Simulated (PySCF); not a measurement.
Species: diethylsilane, C4H12Si.
InChI=1S/C4H12Si/c1-3-5-4-2/h3-5H2,1-2H3

Torsions of this conformer, `[CH3:1][CH2:2][SiH2:3][CH2:4][CH3:5]`: C1–C2–Si3–C4 180°, C2–Si3–C4–C5 180°.

The closed-shell ground state was solved at several levels (PySCF, density fitting, gas phase, non-relativistic). Isolated species at its PBE0-D3(BJ)/def2-SVP geometry (one conformer only).

```
              level  basis functions  HOMO (eV)  LUMO (eV)  gap (eV)  dipole (D)
CAM-B3LYP/def2-SVPD              200      -9.44       1.31     10.75        0.87
       PBE/pcSseg-2              355      -6.79      -0.17      6.62        0.93
```

(1) What might PBE0/pcSseg-1 (152 basis functions) give for the same quantities?

(2) Over all these levels, which gives the widest orbital gap and which the narrowest?

(3) How far do the dipole and the HOMO energy spread over the levels?

## Answers

(1) HOMO -8.12 eV, LUMO 1.13 eV, gap 9.25 eV, dipole 0.84 D.

(2) CAM-B3LYP/def2-SVPD (range-separated hybrid) has the widest, 10.75 eV, and PBE/pcSseg-2 (GGA) the narrowest, 6.62 eV. Functional and basis both differ between the two, so the spread mixes both effects.

(3) The dipole runs from 0.84 to 0.93 D (mean 0.88 D) and the HOMO from -9.44 to -6.79 eV.
